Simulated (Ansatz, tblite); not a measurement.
Removing and adding an electron: Ca₂Te₂. The state is a singlet with charge 0. Geometry: PBE-D4/def2-SVP. Ansatz, gas phase; energy differences of separate SCF runs; the oxidised species was run as a doublet alone; the reduced species was run as a doublet alone.

```xyz
4

Ca    0.9535    1.0199   -1.0172
Ca   -0.9537   -1.0198    1.0174
Te   -1.0014   -0.9281   -1.8692
Te    1.0016    0.9279    1.8690
```

In the def2 sets Te takes a core potential; there is no spin–orbit coupling. The xTB rows come from tblite. The structure comes from a short search, and lower isomers may exist.

```json
{"level": "GFN1-xTB", "−HOMO (eV)": "7.56", "vertical IE (eV)": "9.94", "−LUMO (eV)": "5.46", "vertical EA (eV)": "3.38", "HOMO–LUMO gap (eV)": "2.10", "IE − EA (eV)": "6.57", "remarks": "–"}
{"level": "GFN2-xTB", "−HOMO (eV)": "5.96", "vertical IE (eV)": "9.60", "−LUMO (eV)": "4.03", "vertical EA (eV)": "0.75", "HOMO–LUMO gap (eV)": "1.93", "IE − EA (eV)": "8.85", "remarks": "–"}
{"level": "PBE-D4/def2-TZVP", "−HOMO (eV)": "4.38", "vertical IE (eV)": "6.57", "−LUMO (eV)": "2.42", "vertical EA (eV)": "–", "HOMO–LUMO gap (eV)": "1.96", "IE − EA (eV)": "–", "remarks": "–"}
{"level": "PBE-D4/def2-TZVPD", "−HOMO (eV)": "4.39", "vertical IE (eV)": "–", "−LUMO (eV)": "2.43", "vertical EA (eV)": "1.12", "HOMO–LUMO gap (eV)": "1.96", "IE − EA (eV)": "–", "remarks": "HOMO above zero (-1 doublet)"}
{"level": "r2SCAN-D4/def2-TZVP", "−HOMO (eV)": "4.52", "vertical IE (eV)": "6.62", "−LUMO (eV)": "1.99", "vertical EA (eV)": "–", "HOMO–LUMO gap (eV)": "2.53", "IE − EA (eV)": "–", "remarks": "–"}
{"level": "r2SCAN-D4/def2-TZVPD", "−HOMO (eV)": "4.53", "vertical IE (eV)": "–", "−LUMO (eV)": "1.99", "vertical EA (eV)": "1.08", "HOMO–LUMO gap (eV)": "2.54", "IE − EA (eV)": "–", "remarks": "HOMO above zero (-1 doublet)"}
{"level": "PBE0-D4/def2-TZVP", "−HOMO (eV)": "5.18", "vertical IE (eV)": "6.69", "−LUMO (eV)": "1.91", "vertical EA (eV)": "–", "HOMO–LUMO gap (eV)": "3.27", "IE − EA (eV)": "–", "remarks": "–"}
{"level": "PBE0-D4/def2-TZVPD", "−HOMO (eV)": "5.19", "vertical IE (eV)": "–", "−LUMO (eV)": "1.92", "vertical EA (eV)": "1.07", "HOMO–LUMO gap (eV)": "3.27", "IE − EA (eV)": "–", "remarks": "–"}
```

   A HOMO above zero means that the electron is unbound at that level or that self-interaction error raises the level; the energy of removing that electron tells which. Raw xTB energy differences between charge states are shifted by several eV; the methods need an empirical correction for them.
